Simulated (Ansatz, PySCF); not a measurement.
Breaking the H–H spacing in H8 chain (multiplicity 1 held). Energies count from the point at 0.900 Å.
Geometry at that point (charge 0, multiplicity 1):
```json
[
 {"atom": "H", "x (Å)": "0.0000", "y (Å)": "0.0000", "z (Å)": "0.0000"},
 {"atom": "H", "x (Å)": "0.0000", "y (Å)": "0.0000", "z (Å)": "0.9000"},
 {"atom": "H", "x (Å)": "0.0000", "y (Å)": "0.0000", "z (Å)": "1.8000"},
 {"atom": "H", "x (Å)": "0.0000", "y (Å)": "0.0000", "z (Å)": "2.7000"},
 {"atom": "H", "x (Å)": "0.0000", "y (Å)": "0.0000", "z (Å)": "3.6000"},
 {"atom": "H", "x (Å)": "0.0000", "y (Å)": "0.0000", "z (Å)": "4.5000"},
 {"atom": "H", "x (Å)": "0.0000", "y (Å)": "0.0000", "z (Å)": "5.4000"},
 {"atom": "H", "x (Å)": "0.0000", "y (Å)": "0.0000", "z (Å)": "6.3000"}
]
```

Restricted levels (R-, RO-) in cc, def2 and unpolarised 6-31G sets keep to the state of the molecule at rest. U- levels take the lowest unrestricted solution at each point, which mixes spins at long bonds. Active spaces are followed from rest. Left out are points that failed, MP2 points that dive below the minimum, coupled-cluster points behind a jump of the amplitudes or a sharp parting from full CI or MRCI, small-basis points behind a change of solution, and semi-empirical points at long bonds. Curves can end on different states.

Rows in 3-21G, 6-31G* carry no dispersion term and start afresh at each structure (6-31G* with six Cartesian d functions).

The values were computed with Ansatz (a quantum-chemistry and plane-wave program); PySCF for 3-21G rows, 6-31G* rows. 

Energies in kcal/mol.

```
R (Å)  R-HF/3-21G  U-B3LYP/6-31G*  R-SCS-MP2/cc-pVTZ  FIC-MRCISD+Q on CASSCF(8,8)/cc-pVTZ
-----  ----------  --------------  -----------------  -----------------------------------
0.700       127.3           126.6              121.2                                124.1
0.800        31.4            32.4               30.0                                 31.6
0.900         0.0             0.0                0.0                                  0.0
1.100        29.5            23.5               27.0                                 22.3
1.300       105.8            91.0               97.9                                 85.9
1.500       193.7           161.0              176.9                                153.8
1.800       323.1           245.5              283.1                                235.5
2.100       438.0           298.0           left out                                285.1
2.500       562.6           330.4              428.8                                314.6
3.000       675.1           343.8              450.5                                325.2
3.600       758.7        left out              411.4                                327.7
```

Doubts at one or more of the structures used: a restricted determinant that unrestricted orbitals would lower (R-HF/3-21G, R-SCS-MP2/cc-pVTZ); a spin-contaminated determinant (U-B3LYP/6-31G*).
